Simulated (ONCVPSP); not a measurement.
**Before and after: ONCV potential for chlorine**

ONCVPSP 4.0.1 input, shortened (lines: element, Z, core and valence counts, functional; n l f; lmax; l rc ep ncon nbas qcut; lloc lpopt rc5 dvloc0; l nproj debl; icmod fcfact rcfact), PBEsol, scalar-relativistic:

```
  Cl 17.00    3    2  -116133      upf
    1    0    2.00
    2    0    2.00
    2    1    6.00
    3    0    2.00
    3    1    5.00
    1
    0    1.30    0.00    4    8    5.50
    1    1.15    0.00    5    8    5.70
    4    1    0.85    1.00
    0    2    3.30
    1    1    3.20
    0    0.00    0.00
```

All-electron outer shells of the reference configuration (PBEsol, scalar-relativistic, ld1.x):

| shell | level (eV) | outermost node (bohr) | outermost maximum (bohr) |
| --- | --- | --- | --- |
| 2s | -252.19 | 0.12 | 0.36 |
| 2p | -191.42 | – | 0.30 |
| 3s | -20.62 | 0.56 | 1.27 |
| 3p | -8.56 | 0.53 | 1.43 |

Change: functional PBE.

Cutoffs: the cutoffs (Ha) at which the residual kinetic energy of the hardest occupied pseudo-wave falls to 1 and 0.1 mHa per electron; they do not see the model core or the augmentation charge, which bear on the density cutoff. Errors are all-electron minus pseudo energies relative to the spin-unpolarised reference configuration.

Question: Predict the effect on cutoff, ghosts and configuration errors.

Answer: The potential gets neither clearly harder nor softer (116 Ha and 145 Ha → 116 Ha and 145 Ha); of the 4 tests that both files solve, the error grows in 0 and shrinks in 3 by more than 15 % and 0.3 meV (median size 17.5 → 15.0 meV); neither file shows a bound ghost.

| quantity | base | changed |
| --- | --- | --- |
| cutoff, loose | 116 Ha | 116 Ha |
| cutoff, tight | 145 Ha | 145 Ha |
| loose cutoff by channel | s 16 Ha, p 116 Ha | s 16 Ha, p 116 Ha |
| bound ghosts | none | none |
| GHOST(+) flags under 300 eV | s at 196.7 eV | s at 186.5 eV |
| error for 3s2 3p4, meV [ΔE 13.84 → 13.88 eV] | +3.6 | +3.0 |
| error for 3s2 3p3, meV [ΔE 39.23 → 39.32 eV] | +25 | +20 |
| error for 3s2 3p2, meV [ΔE 77.49 → 77.63 eV] | +81 | +64 |
| error for 3s1 3p5, meV [ΔE 26.50 → 26.58 eV] | +10 | +9.7 |
| s: phases at 1.32 bohr within 0.05 rad from the reference energy up to (Ha; the scan ends near 5) | to the end of the scan | to the end of the scan |
| p: phases at 1.17 bohr within 0.05 rad from the reference energy up to (Ha; the scan ends near 5) | 2.2 | 2.1 |
